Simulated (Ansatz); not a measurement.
H4Br2GeN2, singlet, at a GFN2-xTB geometry, atoms displaced at random by about 0.03 Å a coordinate; HF/STO-3G, gradient run with Ansatz (a program for electronic structure).

Input for Ansatz:
Ansatz 0.2 input:
```yaml
crystal:
  periodic: [false, false, false]
  atoms:
    - {symbol: N, position_ang: [-1.46220888, -1.49640902, -0.77242203]}
    - {symbol: Ge, position_ang: [-0.00630250, -0.63709543, -0.15242719]}
    - {symbol: N, position_ang: [1.37636844, -1.81824309, -0.04285618]}
    - {symbol: Br, position_ang: [-0.47360793, 0.17011741, 1.97873873]}
    - {symbol: Br, position_ang: [0.52313990, 1.30972494, -1.46710111]}
    - {symbol: H, position_ang: [-1.28845241, -2.28867613, -1.42965179]}
    - {symbol: H, position_ang: [-2.24518418, -0.91864253, -1.05902195]}
    - {symbol: H, position_ang: [2.12185304, -1.58694600, 0.59556981]}
    - {symbol: H, position_ang: [1.84632137, -2.03170148, -0.91417615]}
basis:
  gaussian:
    orbitals: STO-3G
hamiltonian:
  xc: hf
output: {forces: true}
```

What the program printed (banner, timings and long lists left out):

```
Functional definition: HF
731 factors; integrals over basis functions are off by at most 2.8e-5 eV
mean field evaluation 1: about -197308.3879 eV, gradient 2.1e1 eV
mean field evaluation 2: about -197308.4494 eV, gradient 2.1e1 eV
mean field evaluation 4: about -197310.7317 eV, gradient 1.5e0 eV
mean field evaluation 8: about -197310.7478 eV, gradient 1.8e-2 eV
mean field -197310.74775643 eV, -7251.0362380206 hartree, gradient 6.7e-5 eV, S^2 0.000000; 0 other end points of the search recorded, 0 dependent functions left out
the calculation of the forces begins
reference -197310.74775643 eV, -7251.0362380206 hartree; 60, 60 occupied and 8, 8 virtual orbitals, 731 factors
Total energy: -197310.74775643 eV, -7251.0362380206 hartree
Atom 0 at    -1.462209    -1.496409    -0.772422 Å, force     2.235230    -0.115360     0.119629 eV/Å
Atom 1 at    -0.006302    -0.637095    -0.152427 Å, force     0.074939     0.068467    -0.197772 eV/Å
Atom 2 at     1.376368    -1.818243    -0.042856 Å, force    -1.682639     1.033966    -0.317642 eV/Å
Atom 3 at    -0.473608     0.170117     1.978739 Å, force     0.272697    -0.422795    -1.020244 eV/Å
Atom 4 at     0.523140     1.309725    -1.467101 Å, force    -0.424586    -1.724463     1.013227 eV/Å
Atom 5 at    -1.288452    -2.288676    -1.429652 Å, force    -0.527378     1.160155     0.691139 eV/Å
Atom 6 at    -2.245184    -0.918643    -1.059022 Å, force    -0.291512    -0.147651    -0.387077 eV/Å
Atom 7 at     2.121853    -1.586946     0.595570 Å, force     0.357425     0.343753     0.805441 eV/Å
Atom 8 at     1.846321    -2.031701    -0.914176 Å, force    -0.014174    -0.196071    -0.706702 eV/Å
Dipole moment:     0.151898    -0.346887    -0.419230 e Å
```
